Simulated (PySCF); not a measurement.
# Vertical excitation energies

AlMe2(OtBu), C6H15AlO.
SMILES: `[CH3][Al]([CH3])[O]C(C)(C)C`

The calculation used PySCF 2.14.0, density-fitted response routines, TDDFT CAM-B3LYP/def2-SVPD, vertical, gas phase, core orbitals frozen in the response. The structure is a single PBE0-D3(BJ)/def2-SVP conformer in the gas phase; no vibrational or solvent corrections.

Task: List the vertical singlet excitations with oscillator strengths and describe the spectrum.

Result: 

| state | E (eV) | λ (nm) | f | \|μ\| (D) | main configurations (H = HOMO, L = LUMO) |
| --- | --- | --- | --- | --- | --- |
| S1 | 6.03 | 205.6 | 0.0009 | 0.20 | H→L+1 (93%) |
| S2 | 6.46 | 191.9 | 0.128 | 2.28 | H→L (92%) |
| S3 | 7.04 | 176.2 | 0.024 | 0.94 | H-1→L (75%), H-2→L+1 (8%) |
| S4 | 7.07 | 175.3 | 0.0074 | 0.52 | H-2→L+1 (80%) |
| S5 | 7.19 | 172.5 | 0.019 | 0.83 | H-1→L+1 (47%), H-2→L (33%) |
| S6 | 7.28 | 170.4 | 0.114 | 2.03 | H-2→L (45%), H-1→L+1 (39%) |
| S7 | 7.90 | 157.0 | 0.054 | 1.34 | H→L+3 (65%), H-3→L (19%) |
| S8 | 8.06 | 153.8 | 0.0039 | 0.35 | H→L+2 (69%), H-2→L (9%) |
| S9 | 8.24 | 150.5 | 0.0062 | 0.45 | H→L+5 (55%), H-2→L+2 (18%) |
| S10 | 8.32 | 149.0 | 0.026 | 0.91 | H-1→L+2 (74%) |
| S11 | 8.41 | 147.4 | 0.015 | 0.69 | H-3→L+1 (76%) |
| S12 | 8.57 | 144.7 | 0.024 | 0.86 | H-3→L (40%), H→L+3 (21%), H-2→L+3 (10%) |
| S13 | 8.62 | 143.9 | 0.0019 | 0.24 | H→L+4 (52%), H→L+8 (9%), H→L+5 (8%) |
| S14 | 8.64 | 143.4 | 0.0007 | 0.15 | H-1→L+3 (83%) |
| S15 | 8.73 | 142.1 | 0.0049 | 0.38 | H→L+7 (40%), H→L+6 (15%) |

Triplets, Tamm–Dancoff:

```tsv
state	E (eV)	λ (nm)	main configurations (H = HOMO, L = LUMO)
T1	5.76	215.3	H→L+1 (87%)
T2	6.06	204.5	H→L (78%)
T3	6.51	190.5	H-1→L+1 (88%)
T4	6.84	181.3	H-2→L+1 (76%)
```

The lowest singlet comes at 206 nm (582 kJ/mol) in the ultraviolet; it is very weak; its leading configuration is HOMO→LUMO+1 (93%). The most intense listed level is S2 at 6.46 eV (192 nm, f = 0.128), 0.43 eV above S1. Löwdin shares by element: HOMO carbon 38% or more, oxygen 24%, aluminium 13% (atoms not listed hold the other 25%); LUMO aluminium 58%, carbon 10% or more (atoms not listed hold the other 32%). The oscillator strengths of these states sum to 0.429; summed over the whole spectrum of an exact calculation they would give the number of electrons, 72 (Thomas–Reiche–Kuhn). The listed states span 2.70 eV, and the widest gap between neighbours is 0.62 eV (S6 to S7). Of the 15 states listed, 8 reach f = 0.01 and none stays under 0.0005. Only the lowest 15 singlets were computed, as vertical energies without vibronic structure.

The run took 79 s wall, 2.9 min CPU (with the writing of density and orbital grids) on Intel Xeon Platinum 8375C at 2.90 GHz, 2 threads, no GPU, on a shared host, and the process peaked at 2.0 GiB of memory.

Without π bonds the low states are Rydberg-like; a valence basis with one diffuse set may place them up to an eV too high.
